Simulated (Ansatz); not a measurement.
Ideal-gas functions of `[OH][Hf]([Cl])([Cl])[I]` at 500 K and 1 bar, from an Ansatz frequency run at PBE0-D4/def2-TZVP.

Molar mass 393.31 g/mol, point group Cs (symmetry number 1), electronic degeneracy 1, moments of inertia 385.044, 924.709, 1054.847 u Å². Harmonic wavenumbers (cm⁻¹, unscaled): 70, 81, 97, 133, 147, 206, 238, 257, 380, 385, 740, 4001.

Use S(trans) = R[1.5 ln M + 2.5 ln T − 1.1517]; rotational temperatures θ = 24.2544 K / I; S(rot) = R[ln(√π/σ · √(T³/θAθBθC)) + 1.5]; for each mode x = 1.438777 ν̃/T, S = R[x/(eˣ − 1) − ln(1 − e⁻ˣ)] and H = RT x/(eˣ − 1); 1 cm⁻¹ = 0.0119627 kJ/mol; R = 8.31446 J/(mol·K).

Question: By hand: the entropy, in J/(mol·K).

Answer: Translation 194.1. Rotation: θ = 0.063, 0.0262, 0.023 K, giving 137.1. Vibration, mode by mode: 21.65, 20.44, 18.95, 16.35, 15.53, 12.78, 11.62, 11.01, 7.97, 7.88, 3.44, 0.00, in all 147.6. Electronic 0.0. Sum 478.8 J/(mol·K).

Question: By hand: H − E and G − E in kJ/mol, counted from the electronic energy.

Answer: Zero-point energy ½ × 6735 × 0.0119627 = 40.3; thermal vibration 32.3; translation, rotation and pV give 4 RT = 16.6. H − E = 89.2 kJ/mol, and G − E = 89.2 − 500 × 478.8/1000 = -150.2 kJ/mol.

Vibration gives 31 % of the entropy, 92.9 J/(mol·K) of it from the modes under 150 cm⁻¹: soft modes count most, and the harmonic formula is weakest for them. The sum counts one conformer and one mirror image; others add a mixing term.
